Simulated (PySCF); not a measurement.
**Radial density of Cs (caesium, neutral)**

UHF, [Xe] 6s1, 2S determinant. Calculation: PySCF 2.14, in aug-cc-pVQZ-X2C; scalar relativity by spin-free X2C-1e.

```csv
r (bohr),4πr²ρ (e/bohr),4πr²(ρα − ρβ)
0.0267,66.05,-0.0001
0.0449,67.10,0.0000
0.0755,93.02,0.0019
0.127,71.75,-0.0001
0.214,78.51,0.0037
0.359,42.34,0.0003
0.605,30.89,0.0068
1.02,14.92,0.0112
1.71,6.019,0.0074
2.88,1.650,0.0440
4.84,0.2502,0.2050
8.14,0.08993,0.0899
13.7,0.003177,0.0032
```

Densities and radii are taken from the X2C orbitals without a picture-change correction, which distorts them close to the nucleus.

Spin-orbit coupling, which splits the p, d and f shells strongly at this Z, is absent.
